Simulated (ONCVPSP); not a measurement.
# manganese: one change to an ONCV potential, before and after

* Element: manganese
* Generator: ONCVPSP 4.0.1
* Type: optimised norm-conserving Vanderbilt (ONCV)
* Functional: PBE
* Relativity: scalar-relativistic
* Frozen core: [Ne]
* Valence charge: 15
* Reference configuration: 3s2 3p6 3d5 4s1.5 (charge +0.5)
* Partial waves: 3s+4s: rc 1.65 bohr, ncon 3, nbas 7, qcut 7 1/bohr, 2 projectors; 3p: rc 1.05 bohr, ncon 5, nbas 8, qcut 14.2 1/bohr, 1 projector; 3d: rc 1.05 bohr, ncon 5, nbas 9, qcut 12.6 1/bohr, local
* Local potential: the d channel
* Core correction: polynomial model core, fcfact 0.4

Change: s: qcut 4.2.

Cutoffs: the cutoffs (Ha) at which the residual kinetic energy of the hardest occupied pseudo-wave falls to 1 and 0.1 mHa per electron; they do not see the model core or the augmentation charge, which bear on the density cutoff. Errors are all-electron minus pseudo energies relative to the spin-unpolarised reference configuration.

Q: Predict the effect on cutoff, ghosts and configuration errors.

A: The potential gets neither clearly harder nor softer (75 Ha and 172 Ha → 75 Ha and 172 Ha); the d channel sets the loose cutoff, while the largest relative change is in s, which becomes harder; of the 4 tests that both files solve, the error grows in 0 and shrinks in 1 by more than 15 % and 0.3 meV (median size 0.8 → 0.3 meV); neither file shows a bound ghost.

```tsv
quantity	base	changed
cutoff, loose	75 Ha	75 Ha
cutoff, tight	172 Ha	172 Ha
loose cutoff by channel	s 11 Ha, p 65 Ha, d 75 Ha	s 15 Ha, p 65 Ha, d 75 Ha
bound ghosts	none	none
GHOST(+) flags under 300 eV	s at 143.1 eV	s at 222.0 eV
error for 3s2 3p6 3d5 4s2, meV [ΔE -3.36 eV]	+0.3	+0.2
error for 3s2 3p6 3d5 4s1, meV [ΔE 5.06 eV]	-0.3	-0.1
error for 3s2 3p6 3d5 4s0, meV [ΔE 20.65 eV]	-1.3	-0.3
error for 3s2 3p6 3d5 4s0 4p1, meV [ΔE 9.80 eV]	-13	-12
s: phases at 1.68 bohr within 0.05 rad from the reference energy up to (Ha; the scan ends near 5)	4.3	to the end of the scan
p: phases at 1.06 bohr within 0.05 rad from the reference energy up to (Ha; the scan ends near 5)	to the end of the scan	to the end of the scan
d: phases at 1.06 bohr within 0.05 rad from the reference energy up to (Ha; the scan ends near 5)	4.1	4.1
rms error of d²Exc/dni dnj with the model core, mHa	1.71	1.80
```
